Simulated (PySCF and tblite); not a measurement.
Values are calculated unless marked as measured or tabulated.
System: C8H9O2S (charge -1), numbered as in [CH2:1]=[C:2]([CH3:3])[c:4]1[o:5][c:6]([S-:7])[cH:8][c:9]1[O:10][CH3:11].

Motion: rotation about the C4–C2 bond (torsion O5–C4–C2–C1 from -180° to 0°, rising). GFN2-xTB gives an electronic barrier of 10.5 kcal/mol and a reaction energy of 0.4 kcal/mol.

The ion is treated without a counter-ion.

(1) What does PBE/pcSseg-1 + D3(BJ) give on GFN2-xTB geometries?

Programs: tblite and PySCF.

Answers

(1) A barrier of 13.5 kcal/mol, 3.0 above the tight-binding barrier (from unrounded values), a reaction energy of -0.2 kcal/mol and, with GFN2-xTB thermal terms, ΔG‡(298 K) = 13.6 kcal/mol and k = 1280 s⁻¹ (2 equivalent paths).
